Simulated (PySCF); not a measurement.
A survey of 17O NMR shifts

Computational details: GFN2-xTB structure, shielding tensors at PBE0/pcSseg-1 (GIAO), in PySCF (gas phase, one conformer, non-relativistic Hamiltonian, equivalent nuclei averaged).

Shieldings were converted by a linear fit to measured shifts: 17O: δ = 266.70 − 0.911σ (rms 10.7 ppm, 155 shifts, 12.2 ppm with the 3 outliers that the fit left out vs liquid water, solution or neat liquid). Occasional misses reach two or three times the rms, and more in compound classes unlike the fitted ones.

Give the 17O shifts of `CC(=O)[SiH2]O[SiH2]O[SiH3]`, `C=C[Si@H](C=O)C(=C)O[SiH3]`, `CS(=O)(=O)NS(=O)(=O)C(F)(F)F`, `Cn1ncc(C=O)n1`, `CC(=O)[C@@]1([SiH3])C=CO[SiH2]1`, `CC(=O)c1cnn(C)c1Cl`.

Answers


```csv
compound,environment,δ (ppm)
[CH3:1][C:2](=[O:3])[SiH2:4][O:5][SiH2:6][O:7][SiH3:8],O3: carbonyl oxygen,723.0
[CH3:1][C:2](=[O:3])[SiH2:4][O:5][SiH2:6][O:7][SiH3:8],O5: oxygen bonded to 2 Si,6.4
[CH3:1][C:2](=[O:3])[SiH2:4][O:5][SiH2:6][O:7][SiH3:8],O7: oxygen bonded to 2 Si,-1.6
[CH2:1]=[CH:2][Si@H:3]([CH:4]=[O:5])[C:6](=[CH2:7])[O:8][SiH3:9],O5: carbonyl oxygen,811.1
[CH2:1]=[CH:2][Si@H:3]([CH:4]=[O:5])[C:6](=[CH2:7])[O:8][SiH3:9],"O8: oxygen bonded to C, Si",58.8
[CH3:1][S:2](=[O:3])(=[O:4])[NH:5][S:6](=[O:7])(=[O:8])[C:9]([F:10])([F:11])[F:12],O3/4: S=O oxygen (×2),184.3
[CH3:1][S:2](=[O:3])(=[O:4])[NH:5][S:6](=[O:7])(=[O:8])[C:9]([F:10])([F:11])[F:12],O7/8: S=O oxygen (×2),152.6
Cn1ncc(C=O)n1,aldehyde oxygen,570.6
[CH3:1][C:2](=[O:3])[C@@:4]1([SiH3:5])[CH:6]=[CH:7][O:8][SiH2:9]1,O3: ketone oxygen,546.3
[CH3:1][C:2](=[O:3])[C@@:4]1([SiH3:5])[CH:6]=[CH:7][O:8][SiH2:9]1,"O8: oxygen bonded to C, Si, in a 5-membered ring",66.9
CC(=O)c1cnn(C)c1Cl,ketone oxygen,538.8
```
